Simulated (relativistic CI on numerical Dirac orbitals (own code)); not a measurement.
**Cu³⁺ in a cubic cluster: 1s photoemission with charge transfer**

Computed with a charge-transfer multiplet model of a cubic metal-ligand cluster with up to 2 ligand holes, Slater and spin-orbit integrals from Dirac-Coulomb-Breit ions, Slater integrals scaled by 0.7. The ground state mixes d8 with configurations of k ligand holes L, whose averages lie at kΔ + k(k − 1)U_dd/2; a core hole lowers each added d electron by U_cd. 300 K, Lorentzian 1.1 eV and Gaussian 0.6 eV FWHM.

Atomic integrals in eV (Slater integrals scaled, ζ unscaled), ground: F2dd 9.683, F4dd 6.042, zeta_d 0.110; with the core hole: F2dd 10.825, F4dd 6.783, zeta_d 0.148, G2cd 0.067.

Cluster parameters (eV): Δ = 3.3, U_dd = 7.1, U_cd = 8.5, 10Dq(ligand) = 1, V(eg) = 3.25, V(t2g) = -1.58, final-state hopping factor = 0.8.

```tsv
Case	n_d	d8	d9L	d10L2	S
10Dq = 0.6 eV	8.38	0.64	0.33	0.02	1.00
10Dq = 0.9 eV	8.37	0.65	0.32	0.02	1.00
10Dq = 1.2 eV	8.36	0.66	0.32	0.02	1.00
10Dq = 1.5 eV	8.35	0.67	0.31	0.02	1.00
10Dq = 2.1 eV	8.33	0.69	0.29	0.02	1.00
```

Weights, n_d and S are thermal averages at 300 K. Binding energies count from the first peak over 30 % of the highest in each spectrum, which can be another peak from case to case. The parameters are a model scan and need not match a compound or its usual spin state. Peaks in eV (height, largest 100):
- 10Dq = 0.6 eV: 0.0 (100), 6.8 (38), 11.1 (14)
- 10Dq = 0.9 eV: 0.0 (100), 6.8 (38), 11.0 (13)
- 10Dq = 1.2 eV: 0.0 (100), 6.8 (38), 10.9 (12)
- 10Dq = 1.5 eV: 0.0 (100), 6.8 (38), 10.9 (11)
- 10Dq = 2.1 eV: 0.0 (100), 6.8 (38), 10.7 (10)

For the case 10Dq = 1.2 eV, Δ = 3.3 eV is smaller than U_dd = 7.1 eV, the charge-transfer side of the Zaanen-Sawatzky-Allen scheme. With the core hole the average of the configuration with one ligand hole lies at Δ − U_cd = -5.2 eV before mixing: it lies below the unscreened one, so the lowest final states are mostly screened and the unscreened weight appears at higher binding energy as a satellite.
